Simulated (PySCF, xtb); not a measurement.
Si(NH2)(SiH3) (H₅NSi₂), SMILES [Si](N)[SiH3] (connectivity only; charge and spin as stated), neutral, multiplicity 1.

Geometry optimised at r2SCAN-D4/def2-TZVP. The values are those of a single conformer.

Method: C-PCM-M06-2X/def2-SVP (PySCF).

The values are the electrostatic part of the solvation free energy, E(continuum) − E(gas) at the gas-phase geometry, in a cavity of scaled van der Waals radii (PySCF's table); cavitation and dispersion terms are not included. In vacuum the orbital gap is 6.01 eV. The dipole moment in vacuum is 2.37 D.

```csv
solvent,ε,ΔG(elec) (kcal/mol),dipole (D),gap (eV)
water,78.36,-3.6,3.14,6.12
dimethylsulfoxide,46.83,-3.5,3.13,6.12
methanol,32.61,-3.5,3.12,6.12
```

For comparison, GFN2-xTB/ALPB(water) (xtb, at the GFN2-xTB geometry, all terms of that model) gives -3.7 kcal/mol.
